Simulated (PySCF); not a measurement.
**Relaxation of singlet NbNI2**

All numbers come from PySCF, PBE0, basis Nb def2-SVP with ECP28, N def2-SVP, I def2-SVP with ECP28 (scalar-relativistic core potentials, no spin–orbit coupling, density fitting). A (50,194) grid was used.

A hand-made trigonal planar start, of C2v symmetry, held to at least that symmetry:

```xyz
4
charge 0 multiplicity 1, angstrom
Nb   -0.4566   -0.7909    0.0000
N    -1.3816   -2.3930    0.0000
I     2.3434   -0.7909    0.0000
I    -1.8566    1.6340    0.0000
```

Q: What does it relax to?

A: It ends at C2v with Nb–I 2.689 Å (×2), Nb–N 1.636 Å; I–Nb–I 139.2°, I–Nb–N 110.4° (×2) (after a last refinement on a finer grid). The frequency run here used a shortcut that can spoil soft modes, so no verdict on minimum or saddle point is given.

Q: How much energy is released, and in how many steps?

A: 120.6 kJ/mol in 7 steps.

Stability towards spin polarisation was not tested.

The relaxation took of the order of 2.8 core-minutes on a shared host.
